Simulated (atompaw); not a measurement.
**Reading a pseudo-wave (silver)**

Columns: radius, all-electron u(r) and pseudo u(r) of the 4s shell (level -95.05 eV) of silver in the configuration [Ar] 3d10 4s2 4p6 4d10 5s1 5p0; PBE, scalar-relativistic, PAW (atompaw) scheme, atompaw 4.2.0.5.

```tsv
r (bohr)	all-electron	pseudo
0.083	0.4366	0.2617
0.165	-0.0814	0.5097
0.248	-0.6385	0.7400
0.331	-0.5779	0.9407
0.413	-0.1549	1.1027
0.496	0.3476	1.2253
0.579	0.7643	1.3034
0.662	1.0431	1.3371
0.744	1.1870	1.3292
0.827	1.2259	1.2842
0.910	1.1892	1.2086
0.992	1.1069	1.1117
1.075	0.9988	0.9995
1.158	0.8813	0.8814
1.240	0.7663	0.7663
1.323	0.6565	0.6565
1.406	0.5568	0.5568
1.488	0.4695	0.4695
1.571	0.3925	0.3925
1.654	0.3265	0.3265
1.737	0.2704	0.2704
1.819	0.2236	0.2236
1.902	0.1840	0.1840
1.985	0.1510	0.1510
2.067	0.1240	0.1240
2.150	0.1013	0.1013
```

Problem. How many radial nodes do the two functions have?

Solution. The all-electron 4s function has n − l − 1 = 3 (the table is too coarse to show those close to the nucleus); the pseudo-wave has 0, since the states of the same l below it are removed with the core.

Problem. At about which radius was the pseudo-wave matched?

Solution. 1.25 bohr. The columns agree to 0.0005 from 1.16 bohr on; several derivatives are matched, so the curves merge somewhat inside the radius.

Problem. Is the pseudo-wave norm-conserving?

Solution. No, it belongs to a PAW set: the norm inside the radius is not constrained, and the difference is carried by the augmentation charge.
